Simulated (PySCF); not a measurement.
Mo(S)2(OH)(Me) (CH4MoOS2), SMILES [Mo]([OH])(=[S])(=[S])[CH3], multiplicity 1.

Geometry: PBE-D3(BJ)/def2-SVP. The multiplicity is an assumed one; other spin states were not compared. The def2 effective core potentials stand for the cores of Mo; spin–orbit coupling is left out. The values are those of a single conformer.

Level of theory: PySCF with PBE-D3(BJ)/def2-SVP.

Frequencies are harmonic and unscaled.

Question: List the normal modes with their intensities. (Estimate from the structure and the level; the computed values follow.)

Answer: 
| mode | ν (cm⁻¹) | IR (km/mol) | moving atoms (share of kinetic energy) |
|---|---|---|---|
| 1 | 158 | 0.6 | S 35 %, Mo 28 %, O 20 %, H 9 % |
| 2 | 173 | 1.1 | S 66 %, O 13 %, C 9 % |
| 3 | 176 | 4.0 | C 34 %, S 27 %, H 24 %, Mo 10 % |
| 4 | 177 | 1.8 | C 27 %, H 25 %, S 20 %, O 19 %, Mo 9 % |
| 5 | 194 | 0.8 | H 84 % |
| 6 | 197 | 6.7 | O 48 %, H 22 %, S 20 %, Mo 9 % |
| 7 | 319 | 71.4 | H 81 %, O 15 % |
| 8 | 524 | 14.6 | S 53 %, C 21 %, H 18 % |
| 9 | 543 | 36.0 | C 35 %, S 27 %, Mo 20 %, H 17 % |
| 10 | 550 | 53.5 | S 47 %, Mo 23 %, H 18 %, C 10 % |
| 11 | 581 | 47.5 | H 62 %, O 16 %, C 11 %, S 9 % |
| 12 | 610 | 105.4 | H 80 % |
| 13 | 655 | 26.9 | H 68 %, C 14 %, Mo 9 % |
| 14 | 724 | 71.8 | O 67 %, Mo 19 %, H 12 % |
| 15 | 1127 | 1.4 | H 79 %, C 21 % |
| 16 | 1336 | 11.8 | H 94 % |
| 17 | 1344 | 10.9 | H 95 % |
| 18 | 2957 | 3.7 | H 98 % |
| 19 | 3067 | 0.1 | H 90 %, C 10 % |
| 20 | 3086 | 1.2 | H 91 %, C 9 % |
| 21 | 3713 | 234.7 | H 94 % |
